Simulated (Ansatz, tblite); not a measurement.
Species of one formula, HfBr4O2H4 (singlet), each relaxed with B3LYP-D4/def2-SVP in Ansatz.

In the def2 sets Hf takes a core potential; there is no spin–orbit coupling. The xTB rows come from tblite. Correlated methods freeze 38 core orbitals; core or outer-core shells of Br, Hf are correlated, in sets that lack core-valence functions.

Other spin states weren't relaxed.

A: cis-Hf(H2O)2Br4 (HfBr4O2H4)

```csv
atom,x (Å),y (Å),z (Å)
Br1,-1.367,1.067,2.618
Br2,2.418,0.413,1.961
Br3,0.304,2.410,-0.649
Br4,-0.224,-2.298,0.994
Hf5,0.183,0.258,0.797
O6,1.268,-0.530,-1.112
O7,-1.661,-0.024,-0.603
H8,1.672,-1.412,-1.087
H9,1.839,0.078,-1.607
H10,-2.132,0.764,-0.916
H11,-2.299,-0.725,-0.397
```

B: trans-Hf(H2O)2Br4 (HfBr₄O₂H₄)

```xyz
11

Br    1.777    0.782    1.652
Br   -2.318   -1.066   -0.635
Br   -0.889    2.401   -0.445
Br    1.279   -2.145   -0.654
Hf   -0.039   -0.007   -0.021
O    -0.911   -0.532    1.974
O     0.906    0.532   -1.980
H    -1.767   -0.975    2.087
H    -0.450   -0.378    2.814
H     1.553   -0.037   -2.428
H     0.859    1.423   -2.364
```

Problem. Estimate their order by electronic energy at B2PLYP/def2-TZVP, counted from the lowest.

Solution. A (0.00) < B (0.21), in eV.

Problem. Do the other levels pick the same lowest one?

Solution. All that were run do. Energies above each level's lowest (eV):

```
                level     A     B
             GFN1-xTB  0.00  0.20
             GFN2-xTB  0.00  0.38
         HF/def2-TZVP  0.00  0.22
LDA (SPW92)/def2-TZVP  0.00  0.10
      PBE-D4/def2-SVP  0.00  0.18
     PBE-D4/def2-TZVP  0.00  0.19
  r2SCAN-D4/def2-TZVP  0.00  0.20
     PBE0-D4/def2-SVP  0.00  0.18
    PBE0-D4/def2-TZVP  0.00  0.19
   BHLYP-D4/def2-TZVP  0.00  0.19
     B2PLYP/def2-TZVP  0.00  0.21
    RPA@PBE/def2-TZVP  0.00  0.26
        MP2/def2-TZVP  0.00  0.23
```
Point groups (tolerance 0.1 Å): A C2v, B not assigned. A and B have the same bonds, so they are conformers or stereoisomers.
